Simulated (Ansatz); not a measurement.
Program: Ansatz. Geometries: PBE0-D4/def2-TZVP. ΔE: electronic, gas phase. CBS: MP2 limit from def2 TZ/QZ plus the TZ coupled-cluster correction, frozen cores. DFT in def2-TZVPP. def2 core potentials past Kr. For Sn outer-core shells are correlated without core-valence functions, which leaves a few kJ/mol of doubt a bond. One conformer a species, not always the lowest.

Reaction (ligand exchange at the Sn–C bond): `[SiH3]B[CH2][SnH3]` + `[SiH3]S` → `[SiH3][S][SnH3]` + `CB[SiH3]`

CCSD(T)/CBS gives -10.8 kcal/mol.

(1) Another level gave -11.8 kcal/mol. Which?
A. BLYP/def2-TZVPP
B. HF/def2-TZVPP
C. BLYP-D4/def2-TZVPP
D. BHLYP-D4/def2-TZVPP

Largest T1 diagnostic among the species: 0.013.

Answers

(1) C. BLYP-D4 -11.8, BHLYP-D4 -14.1, BLYP -13.0, HF/def2-TZVPP -17.6 kcal/mol.

Leaving LDA and LC-ωPBE aside and taking each functional with its dispersion term where it has one, the values, not all of them listed here, spread over 3.1 kcal/mol, from BHLYP-D4 to revPBE-D4. LDA lies +2.4 kcal/mol from PBE without D4. From PBE to PBE0 (25 % exact exchange), in def2-TZVPP and without D4, ΔE moves by −0.8 kcal/mol.
